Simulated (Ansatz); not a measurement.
Relaxation of F₂GeH₂ (5 atoms, charge 0, multiplicity 1), to a largest force component of 0.03 eV/Å in at most 50 steps.

Method: RKS B3LYP-D4/def2-SVP (Ansatz).

```xyz
5
Properties=species:S:1:pos:R:3:forces:R:3
Ge -0.043 -0.116 -0.838 0.07 -0.01 0.20
F 1.444 -0.116 1.617 -0.29 -0.07 -0.14
H 2.015 0.209 0.964 0.21 0.08 -0.06
F -1.004 1.318 -0.473 0.00 -0.01 0.00
H -1.157 -1.188 -0.382 0.01 0.01 0.00
```

Question: Where does it end, and by what steps?

Answer: The forces met the threshold. After 25 steps the energy has fallen by 0.414 eV; H3 moved furthest, 1.09 Å.

| step | energy less start (eV) | largest force component (eV/Å) | accepted |
| --- | --- | --- | --- |
| 0 | 0.0000 | 0.292 | yes |
| 1 | -0.0185 | 1.606 | yes |
| 2 | -0.0842 | 0.728 | yes |
| 3 | -0.1037 | 0.213 | yes |
| 4 | -0.1133 | 0.271 | yes |
| 5 | -0.1202 | 0.288 | yes |
| 6 | 0.0228 | 2.514 | no |
| 7 | -0.1237 | 0.221 | yes |
| 8 | -0.1306 | 0.107 | yes |
| 9 | -0.0968 | 1.530 | no |
| 10 | -0.1355 | 0.069 | yes |
| 11 | -0.1396 | 0.463 | yes |
| 12 | -0.1585 | 0.305 | yes |
| 13 | -0.1527 | 1.911 | no |
| 14 | -0.1751 | 0.291 | yes |
| 15 | -0.1949 | 0.545 | yes |
| 16 | -0.2312 | 0.728 | yes |
| 17 | -0.2729 | 1.761 | yes |
| 18 | -0.3442 | 1.300 | yes |
| 19 | -0.3921 | 0.447 | yes |
| 20 | -0.4004 | 0.113 | yes |
| 21 | -0.4101 | 0.137 | yes |
| 22 | -0.4127 | 0.031 | yes |
| 23 | -0.4132 | 0.082 | yes |
| 24 | -0.4135 | 0.034 | yes |
| 25 | -0.4135 | 0.019 | yes |

```xyz
5
Properties=species:S:1:pos:R:3
Ge 0.008 -0.312 -0.939
F 1.449 -0.284 0.873
H 0.982 0.555 0.939
F -0.144 1.256 0.026
H -1.041 -1.110 -0.011
```

Time of the run: 31 s on 2 threads of Arm Neoverse V1, on a shared host, peak memory 0.13 GiB.
